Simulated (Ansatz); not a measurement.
A search over several starts for the lowest SCF solution of the cluster HgF₃ at the given spin, in a small basis.

```yaml
crystal:
  periodic: [false, false, false]
  atoms:
    - {symbol: Hg, position_ang: [-0.003221, -0.001435, 0.000882]}
    - {symbol: F, position_ang: [0.902422, -1.880022, 0.299897]}
    - {symbol: F, position_ang: [-2.076395, 0.237218, 0.282870]}
    - {symbol: F, position_ang: [1.177194, 1.644239, -0.583659]}
basis:
  gaussian: {orbitals: def2-SVP}
magnetization: {spin_polarized: true, initial_magnetization: 1}
hamiltonian: {xc: pbe0, dispersion: d4}
output: {orbitals: {seedname: orbitals}}
```

```sh
$ ansatz run in.yaml --threads 2 --pin off --events-out ev --progress --plain --max-ram 4352MiB
```

It prints (some lines left out):

```
Functional definition: PBE0
706 factors; integrals over basis functions are off by at most 4.1e-4 eV
mean field evaluation 1: about -12297.1935 eV, gradient 5.1e1 eV
mean field evaluation 2: about -12260.6297 eV, gradient 1.1e2 eV
mean field evaluation 4: about -12305.4816 eV, gradient 2.5e1 eV
mean field evaluation 8: about -12307.9791 eV, gradient 7.3e-1 eV
mean field evaluation 16: about -12308.1399 eV, gradient 7.0e-3 eV
mean field evaluation 32: about -12308.1400 eV, gradient 3.0e-5 eV
mean field evaluation 64: about -12308.0248 eV, gradient 5.1e0 eV
mean field -12308.14002990 eV, -452.3158033420 hartree, gradient 7.7e-6 eV, S^2 0.787504; 6 other end points of the search recorded, 0 dependent functions left out
reference -12308.14005476 eV, -452.3158042555 hartree; 24, 23 occupied and 50, 51 virtual orbitals, 706 factors
Total energy: -12308.18545120 eV, -452.3174725437 hartree
```

It took 8 s on 2 threads of Arm Neoverse V1 on a shared host.

In the def2 sets Hg takes a core potential; there is no spin–orbit coupling. The structure comes from a short search, and lower isomers may exist.
